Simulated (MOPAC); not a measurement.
Job for MOPAC: AM1 on MgF+, 2S+1 = 1, a point of a bond scan (R = 1.751 Å). Charge +1.

```
AM1 1SCF PRECISE CHARGE=1 THREADS=1
FMg

F      0.00000000 1     0.00000000 1     0.00000000 1
Mg     0.00000000 1     0.00000000 1     1.75085900 1
```

The log:

```
*******************************************************************************
 **                                                                           **
 **                              MOPAC v23.2.5                                **
 **                                                                           **
 *******************************************************************************
 ** MOPAC's Digital Object Identifier: https://doi.org/10.5281/zenodo.6511958 **
 **                                                                           **
 ** Please cite the open-source release paper for use of this MOPAC version:  **
 ** J. E. Moussa and J. J. P. Stewart (2026)                                  **
 ** MOPAC: An open-source semiempirical molecular orbital program             **
 ** J. Open Source Softw., 11(119), 8025, https://doi.org/10.21105/joss.08025 **
 *******************************************************************************

                              AM1 CALCULATION RESULTS

 *******************************************************************************
 *  AM1        - The AM1 Hamiltonian to be used
 *
 *
 *
 *                 CHARGE ON SYSTEM = +1
 *
 *
 *
 *  PRECISE    - TIGHTER CRITERIA TO BE USED
 *  1SCF       - DO 1 SCF AND THEN STOP
 *  THREADS=1  - MULTI-THREADING NOT USED
 *  T=         - A TIME OF 172800.0 SECONDS REQUESTED
 *  DUMP=N     - RESTART FILE WRITTEN EVERY 7200.0 SECONDS REQUESTED
 *******************************************************************************
AM1 1SCF PRECISE CHARGE=1 THREADS=1
 FMg

   ATOM   CHEMICAL          X               Y               Z
  NUMBER   SYMBOL      (ANGSTROMS)     (ANGSTROMS)     (ANGSTROMS)

     1       F          0.00000000  *   0.00000000  *   0.00000000  *
     2      Mg          0.00000000  *   0.00000000  *   1.75085900  *



          CARTESIAN COORDINATES

    NO.       ATOM           X           Y           Z

     1         F          0.0000      0.0000      0.0000
     2        Mg          0.0000      0.0000      1.7509

  F: (AM1): M.J.S. DEWAR AND E. G. ZOEBISCH, THEOCHEM, 180, 1 (1988).
 Mg: (AM1): J. J. P. STEWART, J. MOL. MOD., 10, 155-164 (2004)

           Empirical Formula: F Mg  =     2 atoms



      MOLECULAR POINT GROUP   :   C*v


      RHF CALCULATION, NO. OF DOUBLY OCCUPIED LEVELS = 4


 -------------------------------------------------------------------------------
 AM1 1SCF PRECISE CHARGE=1 THREADS=1
 FMg



     1SCF WAS SPECIFIED, SO BFGS WAS NOT USED
     SCF FIELD WAS ACHIEVED


                              AM1 CALCULATION
                                                       MOPAC v23.2.5 Linux




          FINAL HEAT OF FORMATION =        134.03951 KCAL/MOL =     560.82132 KJ/MOL


          COSMO AREA              =         64.96 SQUARE ANGSTROMS
          COSMO VOLUME            =         46.77 CUBIC ANGSTROMS

          IONIZATION POTENTIAL    =         17.708895 EV
          HOMO LUMO ENERGIES (EV) =        -17.709 -8.096
          NO. OF FILLED LEVELS    =          4
          MOLECULAR WEIGHT        =         43.3034         POINT GROUP:  C*v

          MOLECULAR DIMENSIONS (Angstroms)

            Atom       Atom       Distance
           Mg     2    F     1     1.75086
           Mg     2    F     1     0.00000
            F     1   Mg     2     0.00000


          SCF CALCULATIONS        =          1





   ATOM   CHEMICAL          X               Y               Z
  NUMBER   SYMBOL      (ANGSTROMS)     (ANGSTROMS)     (ANGSTROMS)

     1       F          0.00000000  *   0.00000000  *   0.00000000  *
     2      Mg          0.00000000  *   0.00000000  *   1.75085900  *

                             CARTESIAN COORDINATES

   1    F        0.000000000     0.000000000     0.000000000
   2   Mg        0.000000000     0.000000000     1.750859000


           Empirical Formula: F Mg  =     2 atoms



      MOLECULAR POINT GROUP   :   C*v


                  EIGENVALUES
 -50.45140 -18.13998 -17.70890 -17.70890  -8.09601  -4.20811  -4.20811  -0.97901


              NET ATOMIC CHARGES AND DIPOLE CONTRIBUTIONS

  ATOM NO.   TYPE          CHARGE      No. of ELECS.   s-Pop       p-Pop
    1          F          -0.390174        7.3902     1.86951     5.52066
    2         Mg           1.390174        0.6098     0.13387     0.47595
 DIPOLE           X         Y         Z       TOTAL
 POINT-CHG.     0.000     0.000     6.971     6.971
 HYBRID         0.000     0.000     1.813     1.813
 SUM            0.000     0.000     8.784     8.784


          ATOMIC ORBITAL ELECTRON POPULATIONS

     Atom    s        px        py        pz
    1  F   1.86951   1.86211   1.86211   1.79644
    2 Mg   0.13387   0.13789   0.13789   0.20017

 **********************
 *                    *
 * JOB ENDED NORMALLY *
 *                    *
 **********************




 == MOPAC DONE ==
```

The run finished.

Cost: very roughly 0.020 core-seconds.
